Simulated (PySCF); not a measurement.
**Removing an electron from `N#Cc1cccc(F)c1`**

Species: C₇H₄FN.
Cartesian coordinates in Å at the PBE0-D3(BJ)/def2-SVP level; atoms count from 1:
```
atom  x, y, z in Å
N1     3.6128   -0.2382    0.1594
C2     2.4644   -0.0843    0.1270
C3     1.0456    0.1126    0.0872
C4     0.5212    1.4124    0.0374
C5    -0.8579    1.5929    0.0002
C6    -1.7177    0.4967    0.0124
C7    -1.1774   -0.7840    0.0619
F8    -1.9933   -1.8320    0.0737
C9     0.1925   -0.9995    0.0997
H10    1.1981    2.2676    0.0281
H11   -1.2721    2.6025   -0.0388
H12   -2.8022    0.6161   -0.0158
H13    0.5843   -2.0164    0.1385
```

Level: PBE0/def2-SVPD (PySCF). Frontier orbitals with their largest atomic shares (Löwdin; up to four atoms above 4 %):

```csv
orbital,ε (eV),main atoms
HOMO−3,-10.25,"N1 28 %, C2 24 %, C6 12 %, C5 11 %"
HOMO−2,-9.90,"N1 49 %, C2 38 %, C3 6 %"
HOMO−1,-8.26,"C9 25 %, C5 20 %, C3 12 %, C6 11 %"
HOMO,-7.94,?
LUMO,-1.93,"C6 18 %, C3 17 %, C9 13 %, N1 12 %"
LUMO+1,-1.05,"C4 20 %, C5 20 %, C7 18 %, C9 14 %"
LUMO+2,0.49,"C2 15 %, C5 14 %, H11 12 %, C4 11 %"
```

Q: What vertical ionisation energy does ΔSCF give, and how far is −ε(HOMO) from it?

A: ΔSCF: 9.78 eV (944 kJ/mol; threshold wavelength 127 nm); ⟨S²⟩ of the doublet left behind is 0.773, against 0.75 for a pure doublet. −ε(HOMO) is 7.94 eV, 1.84 eV below it. In exact Kohn–Sham theory the two would be equal; PBE0 (global hybrid, 25 % exact exchange) falls short of its own ΔSCF value by 19 %.

Q: On which atoms does the HOMO lie?

A: C4 (aromatic CH carbon) 21 %, C7 (aromatic C–F carbon) 17 %, C6 (aromatic CH carbon) 15 %, C3 (substituted aromatic carbon) 12 %, so no atom holds as much as 40 %. The HOMO−1 lies 0.32 eV lower.

Q: And the vertical electron affinity, the fundamental gap, Mulliken's electronegativity and the hardness (with the factor ½)?

A: EA = 0.17 eV by ΔSCF (−ε(LUMO) = 1.93 eV). IE − EA = 9.61 eV against an orbital gap of 6.01 eV; (IE + EA)/2 = 4.97 eV; (IE − EA)/2 = 4.80 eV. Parr's electrophilicity index (IE + EA)²/[8(IE − EA)] is 1.29 eV.

Q: The lowest singlet excitation (vertical TDDFT, same level) lies at 5.04 eV. How far is it below IE − EA?

A: IE − EA = 9.61 eV, so by 4.57 eV.

Q: With α = 84.9 au, estimate the like-pair dispersion coefficient by London's formula C6 = (3/4)α²I.

A: I = 0.3595 Eh, so C6 ≈ 1950 au, a rough estimate.

Geometry: PBE0-D3(BJ)/def2-SVP; no solvent, vibrations or thermal averaging.

The run behind these numbers computed excited states and ΔSCF ions as well. Hardware: one thread, Arm Neoverse V2, shared host. Cost: 3.2 min.
